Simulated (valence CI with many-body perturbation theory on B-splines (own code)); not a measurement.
Xe14+: M1 decay

Computed by valence CI with perturbative core correlation (CI+MBPT): four valence electrons over a frozen Dirac-Fock core [Kr], a basis of 7 s, 7 p, 8 d, 6 f, 4 g, 1 h functions for each j, with the one-electron correlation potential Σ1, the two-electron term Σ2, the three-electron term Σ3, Breit, model QED; selected CI, second order for the rest, scaled by the run's own slope (own B-spline code, finite nucleus).

No measured spectrum was set against this ion. As an estimate, terms of the open shell hold to 2 to 4 % of their energy, and close levels can change places. Excitations out of the core, of the other parity, are not computed and may begin above about 63.6 eV (a cautious bound); beyond it only levels of the ground parity were kept, without lifetimes.

Lines 1 to 50 of 120 in falling wavelength, among levels below 63.61 eV, chosen from the decays that carry over 1 % of a level's rate. Wavelengths and rates use the calculated energies, so an error of 2000 cm⁻¹ moves a line at 1265 nm by 25 % and its rate by three times that or more. S is in atomic units (e²a₀⁴ for E2 and M2, e²a₀⁶ for E3), for M1 in squared Bohr magnetons. Weak lines are less certain than strong ones. Lines between different terms over intervals too small for the method are left out, as are lines whose strength nearly cancels. Where a level lies close to another of its J and parity, the split of strength between their lines is uncertain.

Names give the largest LS component (configuration and term), which can be under half, so a name can repeat, a term be missing and a line seem to break the LS rules; names also repeat where a configuration has a term twice. Letters in brackets count levels of one name in rising energy.

```tsv
λ vac (nm)	Upper	Lower	Type	A (s⁻¹)	S (a.u.)
2415	4d4 5D_4	4d4 5D_3	M1	1.59e+00	7.47e+00
2270	4d4 3H_6	4d4 3H_5	M1	1.10e+00	6.21e+00
1737	4d4 5D_3	4d4 5D_2	M1	7.94e+00	1.08e+01
1412	4d4 5D_2	4d4 5D_1	M1	1.75e+01	9.12e+00
1282	4d4 5D_1	4d4 5D_0	M1	2.01e+01	4.71e+00
1265	4d4 3G_3	4d4 3H_4	M1	3.56e+00	1.87e+00
1031	4d4 3H_5	4d4 3H_4	M1	1.69e+01	7.55e+00
1029	4d4 3F_2 [b]	4d4 3P_2 [c]	M1	8.91e+00	1.80e+00
969.9	4d4 3D_2	4d4 3P_1 [a]	M1	1.22e+01	2.06e+00
947.0	4d4 3P_2 [a]	4d4 3F_3 [a]	M1	7.17e+00	1.13e+00
892.1	4d4 3G_4	4d4 3G_3	M1	2.35e+01	5.57e+00
870.8	4d4 3D_2	4d4 3F_2 [a]	M1	6.19e+00	7.58e-01
840.2	4d4 3P_2 [c]	4d4 3P_2 [b]	M1	1.36e+01	1.50e+00
765.2	4d4 3P_2 [b]	4d4 3D_1	M1	1.35e+01	1.12e+00
747.2	4d4 3P_2 [a]	4d4 3D_2	M1	1.10e+01	8.50e-01
738.4	4d4 3F_4 [a]	4d4 3H_5	M1	1.47e+01	1.98e+00
732.7	4d4 3P_1 [a]	4d4 3P_0 [a]	M1	4.11e+01	1.80e+00
722.2	4d4 3G_5	4d4 3G_4	M1	4.62e+01	7.10e+00
709.4	4d4 3D_2	4d4 3G_3	M1	8.98e-01	5.94e-02
700.7	4d4 1G_4 [a]	4d4 3G_5	M1	1.18e+01	1.36e+00
698.9	4d4 3F_3 [a]	4d4 3F_2 [a]	M1	9.71e+00	8.60e-01
671.4	4d4 3P_2 [b]	4d4 3P_2 [a]	M1	9.33e+00	5.23e-01
657.5	4d4 3D_1	4d4 3D_2	M1	3.28e+01	1.04e+00
655.1	4d4 3H_4	4d4 5D_4	M1	4.73e+01	4.44e+00
591.0	4d4 3F_3 [a]	4d4 3G_3	M1	1.94e+00	1.04e-01
570.5	4d4 3F_2 [b]	4d4 1F_3	M1	1.75e+01	6.02e-01
557.6	4d4 1G_4 [a]	4d4 3D_3	M1	1.31e+01	7.61e-01
532.4	4d4 3D_3	4d4 3F_2 [a]	M1	7.69e+01	3.01e+00
530.3	4d4 3G_5	4d4 3H_6	M1	3.10e+01	1.89e+00
526.7	4d4 1F_3	4d4 3P_2 [a]	M1	7.16e+00	2.72e-01
523.1	4d4 3G_4	4d4 3H_4	M1	6.38e+01	3.05e+00
515.3	4d4 3H_4	4d4 5D_3	M1	1.51e+01	6.88e-01
476.6	4d4 3P_2 [b]	4d4 3D_3	M1	4.27e+01	8.58e-01
473.9	4d4 3F_4 [b]	4d4 1G_4 [a]	M1	1.68e+01	5.96e-01
467.4	4d4 3D_3	4d4 3G_3	M1	9.42e+01	2.50e+00
462.6	4d4 3F_2 [b]	4d4 3P_2 [b]	M1	1.11e+01	2.04e-01
446.3	4d4 1G_4 [a]	4d4 3F_3 [a]	M1	4.14e+01	1.23e+00
433.8	4d4 1I_6	4d4 3H_6	M1	7.37e+01	2.90e+00
431.6	4d4 3G_3	4d4 5D_4	M1	6.12e+00	1.28e-01
430.2	4d4 3F_4 [a]	4d4 3H_4	M1	1.02e+02	2.72e+00
429.9	4d4 3G_5	4d4 3H_5	M1	5.08e+01	1.65e+00
422.1	4d4 3P_2 [a]	4d4 3P_1 [a]	M1	3.41e+01	4.76e-01
416.8	4d4 1G_4 [a]	4d4 3F_4 [a]	M1	9.36e+01	2.26e+00
402.1	4d4 3P_2 [a]	4d4 3F_2 [a]	M1	3.84e+01	4.63e-01
400.6	4d4 3H_5	4d4 5D_4	M1	1.78e+01	4.67e-01
398.9	4d4 1F_3	4d4 3D_3	M1	7.10e+01	1.17e+00
392.9	4d4 3P_2 [b]	4d4 3F_3 [a]	M1	4.50e+01	5.05e-01
391.9	4d4 3D_1	4d4 3P_1 [a]	M1	9.85e+01	6.59e-01
389.4	4d4 3F_3 [b]	4d4 1G_4 [a]	M1	6.76e+01	1.04e+00
374.6	4d4 3D_1	4d4 3F_2 [a]	M1	7.92e+01	4.63e-01
```
